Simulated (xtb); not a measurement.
pent-4-en-1-ol (C5H10O), SMILES C=CCCCO. All values are semi-empirical tight-binding results from xtb (GFN2-xTB unless named), good for trends rather than for accurate numbers. Coordinates come from a GFN2-xTB optimisation. One conformer was computed; it need not be the lowest.

Computed properties:
| Item | Value |
|---|---|
| orbital gap | 5.37 eV |
| dipole moment | 1.65 D |
| zero-point energy | 86.9 kcal/mol |
| G − E(el) at 298.15 K (modified RRHO) | 67.0 kcal/mol |
| static polarisability (D4 model) | 67.4 bohr³ |
| solvation energy, GFN2-xTB/ALPB(water) | -4.8 kcal/mol |
| solvation energy, GFN2-xTB/ALPB(toluene) | -5.4 kcal/mol |

Computed IR lines (harmonic; lines under 4 % of the strongest left out, lines within 3 cm⁻¹ merged):
ν (cm⁻¹): 150 (w), 239 (m), 281 (vs), 342 (w), 419 (w), 895 (w), 972 (m), 1026 (w), 1101 (s), 1140 (w), 1221 (w), 1229 (m), 1273 (w), 1343 (w), 1373 (w), 1720 (w), 2857 (s), 2897 (m), 2983 (m), 2988 (m), 2995 (m), 3059 (m), 3097 (m), 3121 (s), 3573 (w) (against the strongest line: vs over 80 %, s over 45 %, m over 15 %, w over 4 %, vw less)
